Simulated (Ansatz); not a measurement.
```yaml
crystal:
  periodic: [false, false, false]
  atoms:
    - {symbol: C, position_ang: [1.124018, 0.244559, 1.613636]}
    - {symbol: C, position_ang: [-0.026372, 0.351556, 0.649324]}
    - {symbol: O, position_ang: [0.301888, -0.418277, -0.517014]}
    - {symbol: Ge, position_ang: [-0.808588, -0.528493, -1.829886]}
    - {symbol: F, position_ang: [-1.162495, 0.989426, -2.523215]}
    - {symbol: F, position_ang: [-2.309002, -1.195924, -1.367661]}
    - {symbol: F, position_ang: [-0.136574, -1.516558, -3.034244]}
    - {symbol: H, position_ang: [0.907668, 0.820471, 2.516359]}
    - {symbol: H, position_ang: [1.291828, -0.795588, 1.897774]}
    - {symbol: H, position_ang: [2.039305, 0.634023, 1.164893]}
    - {symbol: H, position_ang: [-0.197905, 1.395251, 0.364736]}
    - {symbol: H, position_ang: [-0.946771, -0.035748, 1.099396]}
basis:
  gaussian: {orbitals: def2-mTZVP, point_charges: [{charge: 0.50, position_ang: [6.733, -0.592, -0.233]}]}
total_charge: 1
magnetization: {spin_polarized: true, initial_magnetization: 1}
hamiltonian: {xc: {name: r2SCANh}, dispersion: d4, pseudopotentials: {relativity: none}}
scf: {max_iter: 3}
output: {forces: true}
```

```sh
$ ansatz run in.yaml --threads 4 --pin off --events-out ev --progress --plain --max-ram 11315MiB
```

Output, abridged:

```
Error: invalid value for `basis.gaussian`: such a run doesn't read scf.max_iter; remove what it names
```

Task: Something in this input is off. What?

Result: The input holds a key that doesn't belong there. The input was rejected before any iteration.
